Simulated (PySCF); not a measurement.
C2H3ClFNSi, SMILES C#C[Si@@](N)(F)Cl.

Coordinates come from a B3LYP-D3(BJ)/def2-SVP optimisation. The structure was generated by enumeration; whether it is a known compound was not checked. The values are those of a single conformer.

Two levels are set side by side: PBE/def2-TZVP (PySCF) and r2SCAN/def2-TZVP (PySCF). Same geometry, gas phase. Differences are taken from unrounded values.

| quantity | r2SCAN |
|---|---|
| orbital gap (eV) | 5.74 |
| highest occupied level (eV) | -7.08 |
| lowest empty level (eV) | -1.34 |
| dipole moment (D) | 2.73 |
| mean polarisability (bohr³) | 61.4 |

**Question.** What does PBE give, and how far is it from r2SCAN? (An estimate is asked for; the answer gives what the named calculation found.)

**Answer.** 
| quantity | PBE | PBE minus r2SCAN |
|---|---|---|
| orbital gap (eV) | 5.19 | -0.55 |
| highest occupied level (eV) | -6.76 | 0.32 |
| lowest empty level (eV) | -1.56 | -0.23 |
| dipole moment (D) | 2.66 | -0.07 |
| mean polarisability (bohr³) | 63.4 | 2.0 |

Rough cost on one machine, each run with all the roots and properties that it gave: r2SCAN against PBE about 3 times.
